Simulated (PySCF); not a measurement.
**C5H9OSi: g tensor and hyperfine couplings**

Compound: C5H9OSi (doublet state).
Z-matrix (Å and degrees, GFN2-xTB geometry), rows numbered from 1:
```
O 
C   1  1.3744
C   2  1.4609  1  121.89
C   3  1.5051  2  110.82  1   159.26
C   4  1.3210  3  119.62  2   115.00
C   5  1.4989  4  119.28  3     1.26
Si  6  1.9033  5  104.82  4     5.57
H   1  0.9641  2  109.03  3   -17.87
H   2  1.0747  1  112.39  3  -157.63
H   3  1.0972  2  109.20  1    38.01
H   4  1.0802  3  117.66  2   -63.19
H   5  1.0810  4  122.37  3  -178.79
H   6  1.0909  5  110.16  4   127.94
H   6  1.0920  5  109.72  4  -115.63
H   7  1.4611  3  111.41  2     6.74
H   7  1.4663  3  112.30  2   132.21
```

The hyperfine couplings belong to this conformer and change with its torsions.

The species is `C1=C[C@H]([CH]O)[SiH2]C1` [radical].

Theory: UKS B3LYP, pcH-1 on C H O Si, non-relativistic, mean-field spin-orbit, GIAO in PySCF 2.14.0. The structure is a single GFN2-xTB conformer in the gas phase; no vibrational or solvent corrections. Couplings are sensitive to structure, and on GFN2-xTB geometries they can be far from those on DFT ones. Stability of the SCF solution: not tested.

* g1, g2, g3: 2.00216, 2.00310, 2.00405
* g_iso: 2.00310
* Form of g: rhombic: the two nearest values differ by 50 % of g3 − g1
* ⟨S²⟩: 0.7539 (exact 0.7500)
* HOMO–LUMO gap, α and β orbitals: 4.28, 6.28 eV
* Total energy: -560.61756 Eh

Isotropic coupling and dipolar principal values T1 to T3, in mT; ρ(0) is the spin density at the nucleus (MHz turned into mT with g_iso):

```tsv
atom	isotope	a_iso	of which spin–orbit	T1	T2	T3	Mulliken spin population	ρ(0) (bohr⁻³)
O1	17O	-0.66	0.00	-2.12	1.02	1.11	0.11	0.0308
C2	13C	4.50	0.00	-2.67	-2.62	5.28	0.86	0.1123
C3	13C	-0.95	0.00	-0.09	-0.07	0.16	-0.07	-0.0236
C4	13C	0.78	0.00	-0.07	-0.02	0.09	0.02	0.0194
C5	13C	-0.01	0.00	-0.04	0.01	0.03	0.00	-0.0003
C6	13C	-0.03	0.00	-0.02	-0.01	0.03	0.00	-0.0008
Si7	29Si	-4.47	0.01	-0.86	0.40	0.46	0.10	0.1414
H8	1H	-0.36	0.00	-0.44	-0.29	0.73	0.00	-0.0022
H9	1H	-1.68	0.00	-1.23	-0.03	1.26	-0.04	-0.0105
H10	1H	1.40	0.00	-0.17	-0.14	0.31	0.01	0.0088
H11	1H	-0.11	0.00	-0.14	-0.08	0.21	0.00	-0.0007
H12	1H	-0.01	0.00	-0.04	-0.03	0.06	0.00	-0.0001
H13	1H	-0.04	0.00	-0.03	-0.02	0.05	0.00	-0.0002
H14	1H	0.19	0.00	-0.04	-0.02	0.06	0.00	0.0012
H15	1H	-0.13	0.00	-0.11	-0.05	0.16	0.00	-0.0008
H16	1H	0.65	0.00	-0.09	-0.03	0.12	0.02	0.0041
```

Largest spin populations (Mulliken): C2 (+0.86), O1 (+0.11), Si7 (+0.10) and C3 (-0.07). No atom but C2 exceeds +0.15. The angles at C2 add up to 355.9°, so it is nearly planar; its axial dipolar tensor and the negative coupling of its proton fit spin in a p orbital normal to that plane.

Axes: g1 points within 15° of the C3–Si7 bond and g2 points within 3° of the O1–C2 bond.

Under fast tumbling the dipolar parts average out, and these isotropic splittings remain (the largest six): 1 × 1H (H9, I = 1/2, 2 lines) with 1.68 mT, 1 × 1H (H10, I = 1/2, 2 lines) with 1.40 mT, 1 × 1H (H16, I = 1/2, 2 lines) with 0.65 mT, 1 × 1H (H8, I = 1/2, 2 lines) with 0.36 mT, 1 × 1H (H14, I = 1/2, 2 lines) with 0.19 mT and 1 × 1H (H15, I = 1/2, 2 lines) with 0.13 mT.

The 13C coupling of C2 (126.2 MHz) shows only in satellite lines or after enrichment, since that isotope makes up about 1.07 % of natural carbon.

The 29Si coupling of Si7 (-125.4 MHz) shows only in satellite lines or after enrichment, since that isotope makes up about 4.7 % of natural silicon.

Examples of negative spin density at the nucleus (bohr⁻³): C3 (-0.0236), H9 (-0.0105) and H8 (-0.0022).
